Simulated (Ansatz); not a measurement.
Ideal-gas functions of ClGeH$_{2}$S (`[SH][GeH][Cl]`) radical at 800 K and 1 bar, from an Ansatz frequency run at PBE0-D4/def2-TZVP.

Molar mass 142.15 g/mol, point group C1 (symmetry number 1), electronic degeneracy 2, moments of inertia 61.589, 223.102, 279.185 u Å². Harmonic wavenumbers (cm⁻¹, unscaled): 119, 216, 393, 413, 532, 622, 784, 2056, 2713.

Use S(trans) = R[1.5 ln M + 2.5 ln T − 1.1517]; rotational temperatures θ = 24.2544 K / I; S(rot) = R[ln(√π/σ · √(T³/θAθBθC)) + 1.5]; for each mode x = 1.438777 ν̃/T, S = R[x/(eˣ − 1) − ln(1 − e⁻ˣ)] and H = RT x/(eˣ − 1); 1 cm⁻¹ = 0.0119627 kJ/mol; R = 8.31446 J/(mol·K).

Question: By hand: the entropy, in J/(mol·K).

Answer: Translation 191.2. Rotation: θ = 0.3938, 0.1087, 0.0869 K, giving 123.9. Vibration, mode by mode: 21.15, 16.23, 11.37, 10.98, 8.99, 7.80, 6.11, 0.99, 0.37, in all 84.0. Electronic 5.8. Sum 404.9 J/(mol·K).

Question: By hand: H − E and G − E in kJ/mol, counted from the electronic energy.

Answer: Zero-point energy ½ × 7848 × 0.0119627 = 46.9; thermal vibration 32.0; translation, rotation and pV give 4 RT = 26.6. H − E = 105.5 kJ/mol, and G − E = 105.5 − 800 × 404.9/1000 = -218.4 kJ/mol.

Vibration gives 21 % of the entropy, 21.1 J/(mol·K) of it from the mode under 150 cm⁻¹: soft modes count most, and the harmonic formula is weakest for them. The sum counts one conformer and one mirror image; others add a mixing term.
